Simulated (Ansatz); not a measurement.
Gas-phase electronic energies from Ansatz, PBE0-D4/def2-TZVP geometries. CBS: MP2 limit from def2 TZ/QZ plus the TZ coupled-cluster correction, frozen cores. This one scheme is used for every species. DFT in def2-TZVPP. Each species was taken in one conformer, which may not be the lowest.

`OC#CC[SiH3]` + `OBCl` → `[SiH3]OBCl` + `CC#CO`  (ligand exchange at the Si–C bond)

(1) Is it downhill or uphill in electronic energy at CCSD(T)/CBS, and by how much? (An estimate is asked.)

(2) What do these levels give: PBE0-D4, r2SCANh-D4, BHLYP-D4, B2PLYP, revPBE, HF/def2-TZVPP? (An estimate is asked.)

Largest T1 diagnostic among the species: 0.012.

Answers

(1) The calculation gave: Downhill: ΔE = -0.93 eV.

(2) Ansatz gave: PBE0-D4 -0.82, r2SCANh-D4 -0.89, BHLYP-D4 -1.01, B2PLYP -0.95, revPBE -0.76, HF/def2-TZVPP -1.12 eV.

In def2-TZVPP, CCSD(T) changes the Hartree–Fock value by +0.21 eV (the triples alone add +0.03 eV) and MP2 by +0.20 eV. At CCSD(T), def2-SVP lies +0.09 eV from the extrapolated value and def2-TZVPP +0.02 eV. Leaving LDA and LC-ωPBE aside and taking each functional with its dispersion term where it has one, the values, not all of them listed here, spread over 0.25 eV, from BHLYP-D4 to revPBE-D4.
